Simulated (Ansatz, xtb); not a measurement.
# CH3AuS: which of two structures lies lower

Structure I: `S[CH2][Au]`, a singlet. Structure II: a singlet given by its coordinates. Both are isolated molecules in the gas phase, relaxed with B3LYP-D3(BJ)/def2-SVP; the shapes shown needn't be the lowest conformers.

I (Å):

```yaml
atoms:
  - { symbol: C, position_ang: [1.4425, 0.5943, -1.0989] }
  - { symbol: Au, position_ang: [2.6816, 0.2257, 0.4925] }
  - { symbol: S, position_ang: [1.5198, -0.5892, -2.4523] }
  - { symbol: H, position_ang: [0.4317, 0.6757, -0.6787] }
  - { symbol: H, position_ang: [1.7613, 1.5660, -1.5007] }
  - { symbol: H, position_ang: [0.8607, -1.5977, -1.8373] }
```

II (Å):

```xyz
6

C     1.5763    1.5502   -1.0159
Au    1.4397   -1.7577   -1.3732
S     2.6469    0.3350   -0.9618
H     0.5085    1.3905   -1.2088
H     1.9104    2.5837   -0.8558
H     0.6790   -3.1303   -1.6375
```

Close contacts (Å): C1–S3 1.62, Au2–S3 2.45, C1–H4 1.10, C1–H5 1.10, Au2–H6 1.59.

Energies in hartree; the thermal terms are from B3LYP-D3(BJ)/def2-SVP harmonic frequencies (ideal gas, rigid rotor, one conformer each, 298.15 K, 1 atm) and include the zero-point energy:

|  | I | II |
| --- | --- | --- |
| E, CCSD(T)/def2-TZVP | −572.742154 | −572.738704 |
| zero-point energy | 0.036117 | 0.033586 |
| H(298 K) − E | 0.041481 | 0.039457 |
| G(298 K) − E | 0.006381 | 0.003440 |

**Question.** Work out ΔE, ΔE₀, ΔH and ΔG for I → II in kJ/mol (1 Eh = 2625.50 kJ/mol) and the equilibrium ratio [II]/[I].

**Answer.** 1. ΔE = −572.738704 − (−572.742154) = +0.003450 Eh = +9.06 kJ/mol.
2. ΔE₀ = ΔE + ΔZPE = +0.003450 + (−0.002531) Eh = +2.41 kJ/mol.
3. ΔH = ΔE + (−0.002024) Eh = +3.74 kJ/mol.
4. ΔG = ΔE + (−0.002941) Eh = +1.34 kJ/mol, so ΔS = (ΔH − ΔG)/T = +8.1 J/(mol K).
5. kT = 0.9442 mEh, so K = [II]/[I] = exp(−ΔG/kT) = exp(−0.54) ≈ 0.58.

The two are too close for this level to say which is favoured. An error of 4 kJ/mol in ΔG would change K by a factor of 5. GFN2-xTB gave ΔE the other sign. Large T1 diagnostics make the coupled-cluster value less sure. Mirror images and further conformers aren't counted.

Other levels gave ΔE = −5.2 (GFN2-xTB); +36.5 (r2SCAN-D4/def2-SVP, GFN2-xTB geometries); +14.9 (B3LYP-D3(BJ)/def2-SVP); +4.4 (HF/def2-TZVP); +12.2 (MP2/def2-TZVP) kJ/mol. The correlated steps freeze 6 core orbitals; the last core shell of Au is correlated, in a basis made for valence electrons. Atoms past krypton carry core potentials in the def2 sets, without spin–orbit terms. Programs: Ansatz 0.2.0, xtb 6.7.1.
